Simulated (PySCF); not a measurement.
SMILES COCCc1ccccc1 (C9H12O), singlet (GFN2-xTB optimised geometry):

```
22

C     -1.984    -3.665     1.280
O     -2.556    -2.438     1.656
C     -1.710    -1.324     1.505
C     -1.477    -0.904     0.042
C     -0.714     0.387     0.000
C     -1.382     1.605     0.005
C     -0.678     2.796     0.003
C      0.707     2.785     0.002
C      1.382     1.576     0.000
C      0.676     0.387     0.000
H     -2.686    -4.437     1.590
H     -1.833    -3.736     0.197
H     -1.022    -3.825     1.783
H     -0.740    -1.511     1.991
H     -2.214    -0.511     2.037
H     -2.449    -0.792    -0.441
H     -0.917    -1.684    -0.476
H     -2.462     1.618     0.005
H     -1.211     3.736     0.003
H      1.257     3.714     0.000
H      2.462     1.561    -0.003
H      1.209    -0.554    -0.005
```

Level of theory: PBE/def2-SVP (PySCF).

Question: What are the frontier orbital energies and the dipole moment?

Answer: HOMO-2 -6.25 eV, HOMO-1 -6.19 eV, HOMO -5.51 eV, LUMO -0.97 eV, LUMO+1 -0.93 eV; dipole moment 1.01 D.

Meta-Löwdin charges at PBE/def2-SVP: C1 -0.10, O2 -0.37, C3 0.03, C4 -0.20, C5 0.02, C6 -0.12, C7 -0.10, C8 -0.11, C9 -0.10, C10 -0.12, H11 0.12, H12 0.08, H13 0.08, H14 0.07, H15 0.11, H16 0.10, H17 0.10, H18 0.10, H19 0.11, H20 0.11, H21 0.11, H22 0.10.
